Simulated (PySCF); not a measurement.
Highest harmonic wavenumber (cm⁻¹) of eight silicon and germanium compounds: PBE-D3(BJ) beside B3LYP-D3(BJ), computed with PySCF for isolated molecules in the bases named; differences from unrounded values. The eight are the first of their class met in an unordered collection, after screening for sound electronic states; none was chosen by its value. Each level has its own optimised geometry.

| molecule | basis | B3LYP-D3(BJ) | PBE-D3(BJ) | difference |
|---|---|---|---|---|
| C3H6O2Si, SMILES C#C[Si](C)(O)O | def2-SVP | 3869 | 3759 | -110 |
| Si(CCH)(Cl)2(H) (C2H2Cl2Si), SMILES C#C[SiH](Cl)Cl | def2-SVP | 3454 | ? | ? |
| C2H6N2OSi, SMILES N[Si@@H]1COC=N1 | def2-SVP | 3659 | ? | ? |
| C₂H₄F₂OSi, SMILES O=C[Si@@H](F)CF | def2-SVP | 3075 | 3000 | -75 |
| fluoromethyl(silyloxy)silane (CH7FOSi2), SMILES FC[SiH2]O[SiH3] | def2-SVP | 3077 | 3008 | -69 |
| oxasilolan-5-one (C3H6O2Si), SMILES O=C1CC[SiH2]O1 | def2-SVP | 3126 | 3072 | -54 |
| C₃H₆F₂Si, SMILES F[SiH2]C1(F)CC1 | def2-SVP | 3229 | 3167 | -61 |
| Si(F)(Cl)(vinyl)(NH2) (C₂H₅ClFNSi), SMILES Cl[Si](N)(C=C)F | def2-SVP | 3672 | ? | ? |

Problem. Some entries are withheld; supply them. (The exact figures need the calculation; the answer reports its results.)

Solution. 
- C2H6N2OSi, SMILES N[Si@@H]1COC=N1, PBE-D3(BJ): 3582
- C2H6N2OSi, SMILES N[Si@@H]1COC=N1, difference: -77
- Si(CCH)(Cl)2(H) (C2H2Cl2Si), SMILES C#C[SiH](Cl)Cl, PBE-D3(BJ): 3388
- Si(CCH)(Cl)2(H) (C2H2Cl2Si), SMILES C#C[SiH](Cl)Cl, difference: -66
- Si(F)(Cl)(vinyl)(NH2) (C₂H₅ClFNSi), SMILES Cl[Si](N)(C=C)F, PBE-D3(BJ): 3597
- Si(F)(Cl)(vinyl)(NH2) (C₂H₅ClFNSi), SMILES Cl[Si](N)(C=C)F, difference: -75

PBE-D3(BJ) lies below B3LYP-D3(BJ) in 8 and above it in 0 of the eight; the mean signed difference is -73 and the largest -110 cm⁻¹.
